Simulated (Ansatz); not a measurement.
Start from `C[O][SnH]([F])[O][SiH3]` and change one atom or group to get `C[O][SnH]([Cl])[O][SiH3]`.

Ansatz, PBE0-D4/def2-TZVP geometries, multiplicity 1. Each molecule was computed in one conformer, which needn't be the lowest.

Elements past krypton have def2 core potentials.

```csv
property,`C[O][SnH]([F])[O][SiH3]`
LUMO energy (ωB97M-V/def2-TZVPP) / eV,0.64
LUMO energy (PBE/def2-TZVPP) / eV,-2.36
HOMO energy (PBE/def2-TZVPP) / eV,-6.76
size of the dipole moment (PBE/def2-TZVPP) / D,1.40
HOMO energy (ωB97M-V/def2-TZVPP) / eV,-10.77
HOMO–LUMO gap (B3LYP/def2-TZVPP) / eV,6.43
```

Task: Give the same properties after the change, and the shifts. (Estimate.)

Result: The calculation gave: 
```tsv
property	`C[O][SnH]([Cl])[O][SiH3]`	shift
LUMO energy (ωB97M-V/def2-TZVPP) / eV	0.54	-0.10
LUMO energy (PBE/def2-TZVPP) / eV	-2.42	-0.06
HOMO energy (PBE/def2-TZVPP) / eV	-6.71	0.05
size of the dipole moment (PBE/def2-TZVPP) / D	0.95	-0.45
HOMO energy (ωB97M-V/def2-TZVPP) / eV	-10.69	0.08
HOMO–LUMO gap (B3LYP/def2-TZVPP) / eV	6.28	-0.15
```

With PBE0 the HOMO rises by 0.07 eV and the LUMO falls by 0.10 eV, so the gap narrows by about 0.17 eV. PBE moves the HOMO by 0.05 eV and ωB97M-V by 0.08 eV. Dipoles are sizes alone; their direction can turn.

B3LYP here is the variant with VWN-RPA as its local correlation; programs differ in this.
